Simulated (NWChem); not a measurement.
# trisilylphosphine (H₉PSi₃)

SMILES: [SiH3]P([SiH3])[SiH3]
```xyz
13

Si    -1.0131     0.1730     1.7395
P      0.0356    -0.8540     0.0000
Si    -1.0131     0.1730    -1.7395
Si     1.9994     0.2966     0.0000
H     -2.4207    -0.3177     1.7786
H     -1.0241     1.6642     1.6471
H     -0.3154    -0.2271     2.9953
H     -2.4207    -0.3177    -1.7786
H     -0.3154    -0.2271    -2.9953
H     -1.0241     1.6642    -1.6471
H      2.7636    -0.1032    -1.2165
H      2.7636    -0.1032     1.2165
H      1.8338     1.7816     0.0000
```
Charge 0, spin multiplicity 1.

Program: NWChem. All single points use one geometry, from B3LYP/def2-SVP, held to Cs symmetry and with no frequency check, so it may be a saddle point.

No SCF solution was tested for a lower state.

Worked example. At PBE0/def2-SVP the molecule has a total energy of -1214.36218 Ha and the free atoms (multiplicities Si 3, P 4, H 2) H -0.50029, P -341.02153, Si -289.15194 Ha. The electronic atomisation energy is the atoms' sum less the molecule's energy.

3·(-289.15194) + 1·(-341.02153) + 9·(-0.50029) = -1212.97996 Ha for the atoms; less the molecule's energy this leaves 1.38222 Ha, or 867.4 kcal/mol (3629 kJ/mol), without zero-point, thermal or spin-orbit terms.
